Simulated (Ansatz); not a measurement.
Job for Ansatz (a quantum-chemistry and plane-wave program): U-CCSD(T)/cc-pVDZ on iminoborane (SMILES B=N), a point of a bond scan (R = 1.736 Å).

Ansatz 0.2 input:
```yaml
crystal:
  periodic: [false, false, false]
  atoms:
    - {symbol: B, position_ang: [-0.00000000, -0.00000000, -0.69205561]}
    - {symbol: N, position_ang: [0.00000000, 0.00000000, 0.54091709]}
    - {symbol: H, position_ang: [-0.00000000, -0.00000000, -1.85891024]}
    - {symbol: H, position_ang: [0.00000000, 0.00000000, 2.27665727]}
basis:
  gaussian:
    orbitals: cc-pVDZ
correlation: {method: ccsd_t, electrons: outside_noble_gas}
scf: {omitted_lower_state_checks: [cluster_reference]}
magnetization: {spin_polarized: true, initial_magnetization: 0}
```

The log:

```
WARN ansatz: RAYON_NUM_THREADS=1 ignored (pool sized by the plan → 1); use --threads N
Functional definition: HF
these checks for a lower state are left out or cut short: cluster_reference
integrals: 0.01 GiB planned
353 factors; integrals over basis functions are off by at most 1.6e-3 eV
mean field: 0.06 GiB planned
mean field evaluation 1: about -2176.3545 eV, gradient 2.7e1 eV
mean field evaluation 2: about -2176.3563 eV, gradient 2.7e1 eV
mean field evaluation 4: about -2180.1942 eV, gradient 2.0e0 eV
mean field evaluation 8: about -2180.2350 eV, gradient 2.0e-4 eV
mean field evaluation 16: about -2180.6283 eV, gradient 2.2e-1 eV
mean field evaluation 32: about -2180.6298 eV, gradient 6.4e-5 eV
mean field evaluation 64: about -2179.8893 eV, gradient 9.6e-1 eV
mean field evaluation 96: about -2179.8282 eV, gradient 2.2e-2 eV
mean field -2180.62983578 eV, -80.1366683809 hartree, gradient 2.3e-6 eV, S^2 0.570319; 11 other end points of the search recorded, 0 dependent functions left out
2 core orbitals not correlated
reference -2180.62983578 eV, -80.1366683809 hartree; 5, 5 occupied and 31, 31 virtual orbitals, 353 factors
second order -6.31691465 eV of doubles, -0.00000000 eV of singles
coupled cluster: 0.08 GiB planned
cycle   1  -6.51851654 eV  change   -2.0e-1 eV  update   1.1e-1
cycle   2  -6.90403990 eV  change   -3.9e-1 eV  update   5.8e-2
cycle   3  -7.21993692 eV  change   -3.2e-1 eV  update   4.8e-2
cycle   4  -7.39843079 eV  change   -1.8e-1 eV  update   3.1e-2
cycle   5  -7.51144387 eV  change   -1.1e-1 eV  update   1.7e-2
cycle   6  -7.54113194 eV  change   -3.0e-2 eV  update   7.8e-3
cycle   7  -7.55696636 eV  change   -1.6e-2 eV  update   2.9e-3
cycle   8  -7.55359025 eV  change    3.4e-3 eV  update   1.1e-3
cycle   9  -7.55333786 eV  change    2.5e-4 eV  update   4.5e-4
cycle  10  -7.55418053 eV  change   -8.4e-4 eV  update   1.4e-4
cycle  11  -7.55413549 eV  change    4.5e-5 eV  update   3.5e-5
cycle  12  -7.55413184 eV  change    3.7e-6 eV  update   1.4e-5
cycle  13  -7.55413269 eV  change   -8.5e-7 eV  update   5.5e-6
coupled cluster: 0.08 GiB planned
perturbative correction -0.35111313 eV, -0.0129031697 hartree
Total energy: -2188.53508160 eV, -80.4271808065 hartree
Checks for a lower state left out: cluster_reference
```

The run converged. Its determinant has ⟨S²⟩ = 0.57, a mixture of spin states.

Cost: about 1.3 core-seconds (a rough figure).
